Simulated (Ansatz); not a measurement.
```yaml
crystal:
  periodic: [false, false, false]
  atoms:
    - {symbol: O, position_ang: [-0.260615, -0.292773, 1.742035]}
    - {symbol: C, position_ang: [0.515848, -0.020234, 0.437539]}
    - {symbol: Cl, position_ang: [1.397968, -1.733590, -0.284033]}
    - {symbol: Zn, position_ang: [-0.528485, 0.787359, -1.303911]}
    - {symbol: F, position_ang: [-1.462677, 1.478811, -2.879405]}
    - {symbol: H, position_ang: [-1.126091, -0.899922, 1.539498]}
    - {symbol: H, position_ang: [1.464063, 0.680349, 0.748289]}
basis:
  gaussian: {orbitals: 6-31G}
hamiltonian: {xc: {name: HF}}
correlation: {method: mp2, frozen_orbitals: {O: 9}}
scf: {lower_state_search: off}
```

```sh
$ ansatz run in.yaml --threads 4 --pin off --events-out ev --progress --plain --max-ram 10444MiB
```

Output, abridged:

```
Functional definition: HF
Error: "frozen_orbitals" has no count for C
```

In this input frozen orbitals are typed for one element alone, and the program wants a count for each. The input was rejected before any iteration.
